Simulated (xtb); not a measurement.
CH$_{3}$Cl, charge +1, doublet, geometry from GFN2-xTB (a state made from the parent by changing its charge; the spin is typed, not shown lowest). Base run: GFN0-xTB (xtb 6.7.1).

The xtb input:
```
$ xtb mol.xyz --gfn 0 --chrg 1 --uhf 1 --json

# file mol.xyz
5

C     -0.00131604     0.04523262    -1.08238306
Cl     0.00077875    -0.02676598     0.64048998
H     -0.03211593     1.09416315    -1.42147319
H      0.90873300    -0.42897516    -1.48626886
H     -0.88195964    -0.48156210    -1.48628921
```

Variants of this job, named by their change:

```tsv
change	ΔE vs base (mEh)
base	0.000
etemp = 10	1.273
acc = 0.1	0.000
etemp = 5000	-20.857
```
